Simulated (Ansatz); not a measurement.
Input (CCSDT(Q)/cc-pVTZ; Ansatz, a program for electronic structure):

Ansatz 0.2 input:
```yaml
crystal:
  periodic: [false, false, false]
  atoms:
    - {symbol: O, position_ang: [-0.00000000, -0.00000000, -1.13481261]}
    - {symbol: C, position_ang: [0.00000000, 0.00000000, 0.04054995]}
    - {symbol: N, position_ang: [0.00000000, 0.00000000, 1.26217160]}
basis:
  gaussian:
    orbitals: cc-pVTZ
magnetization: {spin_polarized: true, initial_magnetization: 1}
correlation: {method: ccsdt_q, electrons: outside_noble_gas}
```

Output:

```
Functional definition: HF
integrals: 0.20 GiB planned
1106 factors; integrals over basis functions are off by at most 1.6e-7 eV
mean field: 0.24 GiB planned
mean field evaluation 1: about -4547.6175 eV, gradient 2.0e1 eV
mean field evaluation 2: about -4547.6208 eV, gradient 2.0e1 eV
mean field evaluation 4: about -4549.3758 eV, gradient 2.9e0 eV
mean field evaluation 8: about -4549.4799 eV, gradient 3.1e-1 eV
mean field evaluation 16: about -4547.6174 eV, gradient 2.0e1 eV
mean field evaluation 32: about -4549.4872 eV, gradient 3.0e-6 eV
mean field evaluation 64: about -4549.4818 eV, gradient 3.0e-1 eV
mean field evaluation 96: about -4548.8720 eV, gradient 1.2e1 eV
mean field evaluation 128: about -4548.6705 eV, gradient 1.2e1 eV
mean field -4549.48722231 eV, -167.1905716669 hartree, gradient 5.4e-6 eV, S^2 0.842841; 5 other end points of the search recorded, 0 dependent functions left out
determinant -4549.48722231 eV, -167.1905716669 hartree, with singles and doubles -4564.05411598 eV, -167.7258951353 hartree
determinant -4546.51502618 eV, -167.0813454737 hartree, with singles and doubles -4561.11782794 eV, -167.6179885402 hartree
3 core orbitals not correlated
reference -4549.48722231 eV, -167.1905716669 hartree; 8, 7 occupied and 79, 80 virtual orbitals, 1106 factors
second order -14.15446442 eV of doubles, -0.00000000 eV of singles
coupled cluster: 5.60 GiB planned
cycle   1  -13.89705371 eV  change    2.6e-1 eV  update   1.3e-1
cycle   2  -14.70722612 eV  change   -8.1e-1 eV  update   7.4e-2
cycle   3  -15.33698810 eV  change   -6.3e-1 eV  update   3.4e-2
cycle   4  -15.32378350 eV  change    1.3e-2 eV  update   1.5e-2
cycle   5  -15.23882643 eV  change    8.5e-2 eV  update   7.9e-3
cycle   6  -15.24846548 eV  change   -9.6e-3 eV  update   3.7e-3
cycle   7  -15.26712663 eV  change   -1.9e-2 eV  update   1.9e-3
cycle   8  -15.26297806 eV  change    4.1e-3 eV  update   1.0e-3
cycle   9  -15.26078533 eV  change    2.2e-3 eV  update   6.5e-4
cycle  10  -15.26280792 eV  change   -2.0e-3 eV  update   2.7e-4
cycle  11  -15.26243913 eV  change    3.7e-4 eV  update   1.6e-4
cycle  12  -15.26261997 eV  change   -1.8e-4 eV  update   7.4e-5
cycle  13  -15.26278824 eV  change   -1.7e-4 eV  update   3.3e-5
cycle  14  -15.26275583 eV  change    3.2e-5 eV  update   1.5e-5
cycle  15  -15.26274587 eV  change    1.0e-5 eV  update   8.9e-6
cycle  16  -15.26275938 eV  change   -1.4e-5 eV  update   3.9e-6
cycle  17  -15.26276125 eV  change   -1.9e-6 eV  update   2.1e-6
cycle  18  -15.26276197 eV  change   -7.1e-7 eV  update   1.1e-6
coupled cluster: 5.60 GiB planned
perturbative correction -0.05868629 eV, -0.0021566815 hartree
Total energy: -4564.80867057 eV, -167.7536245052 hartree
```

The determinant is spin-contaminated: <S^2> is 0.84, 0.09 over the pure value.
